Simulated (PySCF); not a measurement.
Compound: 1,3,5-norcaratriene, C7H6.
SMILES: `c1cccc2c1C2`

Theory: PBE0-D3(BJ)/def2-SVP geometry optimisation, gas phase in PySCF.

Masses are those of the commonest isotopes; rigid-rotor values at the optimised geometry. 

**Question.** Give the principal moments of inertia and the rotational constants in MHz.

**Answer.** Ia = 91.26, Ib = 158.31, Ic = 246.18 u·Å²; 505379 MHz·u·Å²/I gives A = 5538, B = 3192, C = 2053 MHz.

**Question.** What kind of rotor is it?

**Answer.** An asymmetric top; Ray's κ = -0.346.

**Question.** Is it planar, by Δ = Ic − Ia − Ib?

**Answer.** Not planar: Δ = Ic − Ia − Ib = -3.39 u·Å². For a rigid frame Δ = −2 Σ m c², so Σ m c² = 1.69 u·Å² lies off the ab plane, practically all of it from hydrogen. The atom farthest from that plane is 0.92 Å away.

**Question.** Give the other two planar moments, Paa and Pbb, and the rms extents of the mass along the axes.

**Answer.** Paa = Σ m a² = (Ib + Ic − Ia)/2 = 156.61 and Pbb = Σ m b² = (Ia + Ic − Ib)/2 = 89.57 u·Å². With the mass M = 90.05 u, the rms extents √(P/M) along a, b and c are 1.32, 1.00, 0.14 Å.

**Question.** Give the coordinates in the principal-axis frame, origin at the centre of mass.

**Answer.** The sense of each axis is arbitrary; atoms in the order of the calculation.
```tsv
atom	mass (u)	a (Å)	b (Å)	c (Å)
C1	12.000	-1.527	0.701	0.000
C2	12.000	-1.527	-0.701	0.000
C3	12.000	-0.335	-1.454	0.000
C4	12.000	0.803	-0.676	0.000
C5	12.000	0.802	0.676	0.000
C6	12.000	-0.335	1.454	0.000
C7	12.000	2.134	0.000	0.000
H8	1.008	-2.487	1.223	0.000
H9	1.008	-2.487	-1.223	-0.001
H10	1.008	-0.352	-2.547	0.000
H11	1.008	-0.351	2.547	0.000
H12	1.008	2.743	0.000	-0.917
H13	1.008	2.743	0.000	0.917
```

**Question.** List the rotational levels J(Ka,Kc) to J = 4 (cm⁻¹).

**Answer.** Above 0(0,0):
J = 1: 1(0,1) 0.1750, 1(1,1) 0.2532, 1(1,0) 0.2912
J = 2: 2(0,2) 0.5140, 2(1,2) 0.5651, 2(1,1) 0.6791, 2(2,1) 0.9138, 2(2,0) 0.9247
J = 3: 3(0,3) 1.0003, 3(1,3) 1.0269, 3(1,2) 1.2530, 3(2,2) 1.4387, 3(2,1) 1.4881, 3(3,1) 1.9309, 3(3,0) 1.9329
J = 4: 4(0,4) 1.6222, 4(1,4) 1.6338, 4(1,3) 2.0005, 4(2,3) 2.1300, 4(2,2) 2.2570, 4(3,2) 2.6477, 4(3,1) 2.6612, 4(4,1) 3.3140, 4(4,0) 3.3143

**Question.** Which types of transition are allowed, and where do some lines up to J = 5 fall?

**Answer.** The dipole components are |μa| = 0.11 D, |μb| = 0.00 D, |μc| = 0.00 D; the symmetry axis of this C2v structure is a, so μb and μc vanish by symmetry and there are no b-type or c-type lines. Some lines, for components of 0.1 D or more:

| type | branch | J(Ka,Kc) | MHz | lower level (cm⁻¹) |
| --- | --- | --- | --- | --- |
| a | Q | 5(3,2) ← 5(3,3) | 1454 | 3.544 |
| a | Q | 3(2,1) ← 3(2,2) | 1482 | 1.439 |
| a | R | 1(0,1) ← 0(0,0) | 5245 | 0.000 |
| a | Q | 5(2,3) ← 5(2,4) | 7322 | 2.981 |
| a | R | 2(1,2) ← 1(1,1) | 9351 | 0.253 |
| a | R | 3(2,1) ← 2(2,0) | 16893 | 0.925 |
| a | R | 4(0,4) ← 3(0,3) | 18644 | 1.000 |
| a | R | 4(2,3) ← 3(2,2) | 20723 | 1.439 |
| a | R | 4(3,2) ← 3(3,1) | 21489 | 1.931 |
| a | R | 4(1,3) ← 3(1,2) | 22409 | 1.253 |
| a | R | 5(0,5) ← 4(0,4) | 22642 | 1.622 |
| a | R | 5(4,1) ← 4(4,0) | 27016 | 3.314 |
| a | R | 5(1,4) ← 4(1,3) | 27076 | 2.000 |
| a | R | 5(3,2) ← 4(3,1) | 27908 | 2.661 |

Stationary, but not proved a minimum. Constants of a rigid frame at the computed geometry: no zero-point averaging, no centrifugal distortion.

On one thread of an Arm Neoverse V2 (shared host), this took 28 s. These figures are those of the optimisation.
